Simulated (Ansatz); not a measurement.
Two isomers of CH7AlN2: A = `[CH3][Al]([NH2])[NH2]`, B = `C[NH][AlH][NH2]`.

Calculated with Ansatz (gas phase, PBE0-D4/def2-TZVP geometries, no zero-point term in ΔE). CBS: MP2 limit from def2 TZ/QZ plus the TZ coupled-cluster correction, frozen cores. DFT in def2-TZVPP. B3LYP here is the variant with VWN-RPA as its local correlation; programs differ in this. One conformer a species, not always the lowest.

(1) Which isomer does CCSD(T)/CBS put lower? Give the gap. (Estimate.)

(2) Give E(B) − E(A) in kJ/mol with ωB97M-V, HF/def2-TZVPP, B3LYP, LDA (SPW92), B3LYP-D4, PBE-D4, CCSD(T)/def2-SVP. (An estimate is asked.)

Largest T1 diagnostic: 0.010.

Results:

(1) Computed: A, by 88.0 kJ/mol.

(2) Computed: ωB97M-V 86.8, HF/def2-TZVPP 76.0, B3LYP 83.2, LDA (SPW92) 80.8, B3LYP-D4 82.3, PBE-D4 83.1, CCSD(T)/def2-SVP 63.9. None reverses the order clearly.

Leaving LDA and LC-ωPBE aside and taking each functional with its dispersion term where it has one, the values, not all of them listed here, spread over 9.9 kJ/mol, from B97M-V to r2SCAN-D4. In def2-TZVPP, CCSD(T) changes the Hartree–Fock value by +8.3 kJ/mol (the triples alone add +0.5 kJ/mol) and MP2 by +12.5 kJ/mol.
